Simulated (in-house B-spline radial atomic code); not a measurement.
## B3LYP (VWN-RPA) excitations of Cr⁶⁺

Method: B3LYP (VWN-RPA). Computed with an all-electron radial atomic-structure program (B-spline basis): linear response of the closed shell [Ne] 3s2 3p6 with the functional's adiabatic kernel; scalar-relativistic (spin-free one-electron X2C), finite nucleus, no spin-orbit coupling, no double excitations, S, P, D and F terms only. Only terms of natural parity with L up to 3 were computed.

Command:
```bash
python run_td.py task.json out
```
Settings (radii: box in bohr, nucleus in fm):
```
Z                        24
electrons                18
configuration            [Ne] 3s2 3p6
hamiltonian              x2c
method                   b3lyp
box_radius               14.35
rms_radius               3.6452
intervals                71
```

Cost of the run: 0.6 s on 1 thread of Intel(R) Xeon(R) Platinum 8488C (Sapphire Rapids), with other jobs on the host.

The lowest states, in the order of their Tamm-Dancoff energies; the method's threshold (minus the highest occupied level) is 151.30 eV. Labels give the largest channel, * marks a mixed state, and oscillator strengths are full-response dipole values. Semilocal kernels can invert the small singlet-triplet splittings of Rydberg terms. Energies in eV:

```
     state  full response  Tamm-Dancoff  oscillator strength
3p → 3d 3P          42.60         42.75                    -
3p → 3d 3F              ?             ?                    -
3p → 3d 1F          47.18         47.18                    -
3p → 3d 1P          60.86         63.56                 3.46
3s → 3d 3D          75.53         75.60                    -
3p → 4s 3P          80.41         80.43                    -
3s → 3d 1D          80.44         80.56                    -
3p → 4s 1P          81.48         81.53                0.276
3p → 4p 3S          88.63         88.67                    -
3p → 4p 3D              ?             ?                    -
```

Where does 3p → 3d 3F lie?

At 43.24 eV in full response, 43.47 eV in Tamm-Dancoff.

Where does 3p → 4p 3D lie?

At 89.47 eV in full response, 89.49 eV in Tamm-Dancoff.

How large is the singlet-triplet splitting of 3p → 3d (F terms) in Tamm-Dancoff?

3.72 eV, from the unrounded values.

What polarisabilities and dispersion coefficient does the method give?

Dipole 0.8121 bohr³, quadrupole 0.7091 bohr⁵, C6 1.251 hartree·bohr⁶ for two such species.
